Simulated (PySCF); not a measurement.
AlH3N (calculated)

All values are calculated (PySCF 2.14.0). Calculation on a computer-drawn molecule: vertical ionisation energy to the stated ion spin, frozen-core CCSD(T) at the basis limit and cheaper methods, single-reference cases, UHF for radicals, no spin-orbit; all values are single points at the evaluated structure, the first of each entry, which is the reference or a displaced copy of it and isn't optimised; the reference structure only sets the zero of the energies above reference; triples share is (T) over the correlation energy.

```yaml
- formula: AlH3N
  evaluated_structure:
    atoms_angstrom:
      - ["N", 1.4112, -0.6292, 0.0386]
      - [Al, 1.0066, -0.0953, -1.4912]
      - [H, 1.5911, -0.0782, 0.8854]
      - [H, 1.6982, -1.4465, 0.4193]
      - [H, 0.8033, -1.2747, -2.4672]
  reference_structure:
    atoms_angstrom:
      - ["N", 1.481, -0.5624, 0.102]
      - [Al, 1.0531, -0.0744, -1.5444]
      - [H, 1.6558, 0.0589, 0.8698]
      - [H, 1.5852, -1.5127, 0.4103]
      - [H, 0.8229, -1.2507, -2.594]
  given:
    charge: 0
    multiplicity: 2
    ion_multiplicity: 1
    diffuse_functions: "no"
    basis: "cc-pV(n+d)Z"
    reference_is: "the Hartree-Fock double-zeta minimum"
    best_is: "HF at quadruple zeta + MP2 correlation extrapolated from triple and quadruple zeta + CCSD(T) minus MP2 at triple zeta"
    basis_step_is: "the size of the change from the same recipe one zeta lower"
    drawn_bonds_atom: [1, 1, 1, 2]
    drawn_bonds_other_atom: [2, 3, 4, 5]
    drawn_bonds_order: [1, 1, 1, 1]
  results:
    triples_share_at_triple_zeta: null
    "dipole_magnitude_HF_at_triple_zeta [debye]": null
    "ionisation_energy_basis_step [eV]": null
    D1_diagnostic_at_triple_zeta: null
```

To be estimated
1. AlH3N: triples share at triple zeta?
2. Estimate the dipole magnitude HF at triple zeta of AlH3N.
3. AlH3N: ionisation energy basis step?
4. What D1 diagnostic at triple zeta does the calculation give for AlH3N?
5. Give the table of triple zeta values for AlH3N.

Calculated values
1. 0.03341
2. 1.576 debye
3. 0.02502 eV
4. 0.03204
5. 
Triple zeta:
```
 method  ionisation energy (eV)  energy above reference (kcal/mol)
     HF                   7.515                              10.06
    PBE                   7.671                               11.4
 r2SCAN                   7.812                              10.34
  B3LYP                   7.767                              10.63
  wB97X                   7.625                              10.31
    MP2                   7.616                              10.67
   CCSD                   7.642                              10.63
CCSD(T)                   7.647                              10.83
```

Further results for AlH3N:

| Quantity | Value |
| --- | --- |
| ionisation energy best | 7.695 eV |
| energy above reference best | 10.71 kcal/mol |
| energy above reference basis step | 0.1485 kcal/mol |
| total energy HF triple zeta | -298.1301 hartree |
| total energy CCSD(T) triple zeta | -298.4394 hartree |
| total energy best | -298.4810 hartree |
| T1 diagnostic at triple zeta | 0.01348 |
| spin squared at triple zeta | 0.7543 |
| ion T1 diagnostic at triple zeta | 0.01473 |
| ion D1 diagnostic at triple zeta | 0.03466 |
| basis functions triple zeta | 111 |
| dipole magnitude CCSD unrelaxed at triple zeta | 1.601 debye |
| dipole magnitude PBE at triple zeta | 1.685 debye |
| dipole magnitude r2SCAN at triple zeta | 1.696 debye |
| dipole magnitude B3LYP at triple zeta | 1.607 debye |
| dipole magnitude wB97X at triple zeta | 1.636 debye |
